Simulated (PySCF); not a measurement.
Species: C₅H₁₀OSi.
Atom-mapped SMILES: `[CH2:1]=[CH:2]/[CH:3]=[C:4](/[CH3:5])[O:6][SiH3:7]` (hydrogens: H8, H9 on C1; H10 on C2; H11 on C3; H12, H13, H14 on C5; H15, H16, H17 on Si7)

Computed with PySCF, PBE0-D3(BJ)/def2-SVP geometry optimisation, gas phase.

List the bond lengths, angles and torsions at this level.

```
                     bond  length (pm)
                    C1=C2        134.2
                    C2–C3        144.7
                    C3=C4        135.0
                    C4–C5        149.3
                    C4–O6        135.7
                   O6–Si7        167.4
                    C1–H8        109.5
                    C1–H9        109.2
                   C2–H10        109.5
                   C3–H11        109.3
   C5–H12, C5–H13, C5–H14        110.2
Si7–H15, Si7–H16, Si7–H17        149.1
```

Bonds in one row agree within 1 pm and their mean is given. A selection of angles:
```
      angle  degrees
   C2–C1–H8    121.5
   C2–C1–H9    121.4
   H8–C1–H9    117.1
   C1–C2–C3    124.7
  C1–C2–H10    119.5
  C3–C2–H10    115.8
   C2–C3–C4    124.5
  C2–C3–H11    118.2
  C4–C3–H11    117.3
   C3–C4–C5    124.1
   C3–C4–O6    119.4
   C5–C4–O6    116.5
  C4–C5–H12    111.0
 H12–C5–H13    108.2
  C4–O6–Si7    131.9
 O6–Si7–H15    111.3
 O6–Si7–H17    105.0
H15–Si7–H16    108.9
```

Dihedral angles: C1–C2–C3–C4 180° (antiperiplanar); C2–C3–C4–C5 180° (antiperiplanar); C3–C4–O6–Si7 170° (antiperiplanar). The mirror-image conformer, all signs reversed, is as good.

Of the pairs four or more bonds apart, Si7···H14 is among the closest relative to their van der Waals radii: 3.00 Å, 91 % of the sum of Bondi's values. Si7 (oxygen-bound silicon) is distorted tetrahedral (angles from 105.0° to 111.3°). The 4 C–C bonds span 1.342 Å (C1=C2, drawn double) to 1.493 Å (C4–C5, drawn single), a spread of 0.151 Å.

Whether it is a minimum is left open (no frequencies). One conformer, not necessarily the lowest.
